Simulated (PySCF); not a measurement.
C4H7O, SMILES C(C(=O)[CH2])C, multiplicity 2.

Geometry optimised at PBE0-D3(BJ)/def2-SVP. The isomer is the one that the SMILES or the coordinates give; other isomers of the formula were not compared. The values are those of a single conformer.

Method: TDA-PBE/def2-SVPD run with PySCF.

Vertical excitations. Gas-phase values at a fixed geometry.

| state | energy (eV) | λ (nm) | f | main pairs |
|---|---|---|---|---|
| root 1 | 1.15 | 1075 | 0.000 | β HOMO→LUMO 100 % |
| root 2 | 3.88 | 320 | 0.015 | β HOMO−1→LUMO 95 % |
| root 3 | 4.21 | 294 | 0.000 | β HOMO−2→LUMO 99 % |
| root 4 | 4.52 | 274 | 0.000 | β HOMO−3→LUMO 98 % |
| root 5 | 4.71 | 263 | 0.004 | α HOMO−1→LUMO 24 %, β HOMO−4→LUMO 74 % |
| root 6 | 4.84 | 256 | 0.000 | α HOMO→LUMO 78 %, β HOMO→LUMO+1 21 % |
| root 7 | 5.33 | 233 | 0.000 | α HOMO→LUMO 21 %, β HOMO→LUMO+1 79 % |
| root 8 | 5.41 | 229 | 0.001 | β HOMO−5→LUMO 99 % |
| root 9 | 5.71 | 217 | 0.005 | α HOMO→LUMO+1 8 %, β HOMO→LUMO+2 92 % |
| root 10 | 5.85 | 212 | 0.015 | α HOMO→LUMO+1 92 %, β HOMO→LUMO+2 8 % |
Unrestricted roots are not spin-pure.
